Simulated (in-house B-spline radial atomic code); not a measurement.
A fraction x of an electron is removed from 3p in Ga II (Ga+), starting from [Ar] 3d10 4s2 and keeping the highest spin. All numbers are computed (non-relativistic B97-1, spin-polarised, spherical fractional occupations; point nucleus) with a radial B-spline atomic code at the basis-set limit, not measured.

Caution: exact exchange at fractional occupations of open shells leaves self-interaction of up to several eV.

```tsv
x	E(x) - E(0) (eV)	3p down level (eV)
0	0.0000	-111.119
0.08	8.9456	-112.525
0.22	24.8737	-115.029
0.27	30.6478	-115.936
0.48	55.4002	-119.820
0.5	57.8004	-120.195
0.58	67.4764	-121.708
0.75	?	?
0.87	103.5802	-127.316
0.92	?	?
1	120.2981	-129.890
```

Problem. What belongs in the row x = 0.75?

Solution. An energy change of 88.4432 eV; 3p down at -124.972 eV.

Problem. What belongs in the row x = 0.92?

Solution. An energy change of 109.9706 eV; 3p down at -128.301 eV.

Problem. Check Janak's theorem between x = 0.08 and 0.22.

Solution. The slope of the energy is 113.77 eV; the orbital levels give 113.78 eV (-ε of the emptying orbital, averaged over the two points).
